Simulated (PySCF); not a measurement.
# How methods differ on the interval between two levels of I⁺

I⁺ [Kr] 4d10 5s2 5p4 [3P2, M_J = 2] → I⁺ [Kr] 4d10 5s1 5p5 [3P2, M_J = 2], as a difference of total energies. Calculation: PySCF 2.14, in x2c-TZVPall-2c with one added diffuse shell each of s, p, d, f type (9s10p6d3f, 90 functions); the two-component X2C-1e Hamiltonian. Correlated levels: [Ar] 3d10 frozen; the 6 highest virtual spinors dropped. "Screened" scales the spin-orbit matrix elements by Boettger's factors to mimic the two-electron term; Breit and QED terms are absent.

| method | interval between two levels (cm⁻¹) |
| --- | --- |
| GHF (spin-free) | 96713 |
| GMP2 (spin-free) | 89936 |
| GHF (screened spin-orbit) | 97895 |
| GMP2 (screened spin-orbit) | 90852 |

The spin-free rows relax to the high-spin LS determinant and lack the spin-orbit shift.

Errors of the correlated levels include the incompleteness of this basis and the frozen core.

The labels give the starting determinants; with spin-orbit coupling the two ends relaxed to ⟨J²⟩ = 6.03, ⟨L²⟩ = 2.37, ⟨S²⟩ = 1.86 and ⟨J²⟩ = 6.02, ⟨L²⟩ = 2.03, ⟨S²⟩ = 2.04.

Task: Which method comes closest to the reference value, and which is furthest?

Result: The reference is 81908 cm⁻¹ (measured; NIST Handbook of Basic Atomic Spectroscopic Data (Sansonetti and Martin, J. Phys. Chem. Ref. Data 34, 1559 (2005))). Closest: GMP2 (spin-free) (error 8028.6 cm⁻¹); furthest: GHF (screened spin-orbit) (error 15987 cm⁻¹).
